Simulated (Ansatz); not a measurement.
Ga(Me)3 (C₃H₉Ga), SMILES [CH3][Ga]([CH3])[CH3]. Atoms are numbered in the order given.

```xyz
13

Ga     0.0027     0.0002    -0.0006
C     -1.3702    -1.4276    -0.1753
H     -1.2760    -1.9068    -1.1659
H     -2.3869    -1.0036    -0.1252
H     -1.2755    -2.2116     0.5913
C     -0.1636     1.6739    -1.0610
H      0.7938     1.9307    -1.5441
H     -0.4117     2.5115    -0.3851
H     -0.9463     1.6177    -1.8326
C      1.5434    -0.2523     1.2309
H      2.2077     0.6239     1.2759
H      2.1408    -1.1231     0.9091
H      1.1867    -0.4752     2.2509
```
Charge 0, spin multiplicity 1.

Coordinates come from a B3LYP-D3(BJ)/def2-SVP optimisation. The isomer is the one that the SMILES or the coordinates give; other isomers of the formula were not compared.

Two levels are set side by side: PBE-D3(BJ)/def2-SVP (Ansatz, an electronic-structure program) and B3LYP-D3(BJ)/def2-SVP (Ansatz). Each level has its own optimised geometry; the coordinates shown are those of the second. Differences are taken from unrounded values.

| quantity | B3LYP-D3(BJ) |
|---|---|
| mean bond length (Å) | 1.324 |
| bond Ga1–C2 (Å) | 1.988 |
| bond Ga1–C6 (Å) | 1.988 |
| bond Ga1–C10 (Å) | 1.988 |
| bond C2–H3 (Å) | 1.104 |
| bond C2–H4 (Å) | 1.103 |
| bond C2–H5 (Å) | 1.101 |
| bond C6–H7 (Å) | 1.103 |
| bond C6–H8 (Å) | 1.104 |
| bond C6–H9 (Å) | 1.101 |
| bond C10–H11 (Å) | 1.100 |
| bond C10–H12 (Å) | 1.104 |
| bond C10–H13 (Å) | 1.103 |

Question: What does PBE-D3(BJ) give, and how far is it from B3LYP-D3(BJ)? (An estimate is asked for; the answer gives what the named calculation found.)

Answer: 
```tsv
quantity	PBE-D3(BJ)	PBE-D3(BJ) minus B3LYP-D3(BJ)
mean bond length (Å)	1.329	0.005
bond Ga1–C2 (Å)	1.988	0.000
bond Ga1–C6 (Å)	1.988	0.000
bond Ga1–C10 (Å)	1.988	0.000
bond C2–H3 (Å)	1.111	0.006
bond C2–H4 (Å)	1.111	0.008
bond C2–H5 (Å)	1.108	0.007
bond C6–H7 (Å)	1.111	0.008
bond C6–H8 (Å)	1.111	0.006
bond C6–H9 (Å)	1.108	0.007
bond C10–H11 (Å)	1.107	0.007
bond C10–H12 (Å)	1.111	0.007
bond C10–H13 (Å)	1.111	0.007
```

GGA bonds tend to be longer and softer than those of functionals with exact exchange. Differences between two approximate levels are no errors against the true value.
